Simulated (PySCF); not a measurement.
SMILES F[SiH2][SiH2][Ge]([Cl])([Cl])[Cl], CAM-B3LYP/def2-SVP optimised geometry.

```
11

Si    -1.39    -2.03     1.71
F     -1.12    -1.26     3.12
Si    -0.48    -0.70     0.00
Ge    -1.18    -1.72    -2.04
Cl     0.34    -1.83    -3.57
Cl    -1.75    -3.76    -1.58
Cl    -2.90    -0.78    -2.92
H     -2.85    -2.19     1.53
H     -0.70    -3.35     1.75
H      1.00    -0.70     0.00
H     -1.00     0.70     0.00
```

Density from CAM-B3LYP/def2-TZVP (PySCF) at that geometry.

Minimum of the electron density along straight lines between bonded atoms, close to the bond critical point (lines longer than 1.1 times the sum of covalent radii, or with two minima, are not listed):

```tsv
bond	length / Å	ρ at the minimum / e bohr⁻³	∇²ρ there / e bohr⁻⁵	position (fraction from the first atom)
Si1–F2	1.626	0.130	?	0.42
Si1–Si3	2.349	?	?	0.48
Si3–Ge4	2.389	0.087	-0.13	0.37
Ge4–Cl5	2.149	0.107	0.16	0.43
Ge4–Cl6	2.167	0.103	0.15	0.43
Ge4–Cl7	2.151	0.107	0.15	0.43
Si1–H8	1.483	0.126	0.13	0.49
Si1–H9	1.482	0.126	0.12	0.49
Si3–H10	1.486	0.121	0.15	0.49
Si3–H11	1.486	0.122	0.15	0.49
```

Fill in the missing entries.


- Si1–F2, ∇²ρ there / e bohr⁻⁵: 0.88
- Si1–Si3, ρ at the minimum / e bohr⁻³: 0.097
- Si1–Si3, ∇²ρ there / e bohr⁻⁵: -0.18
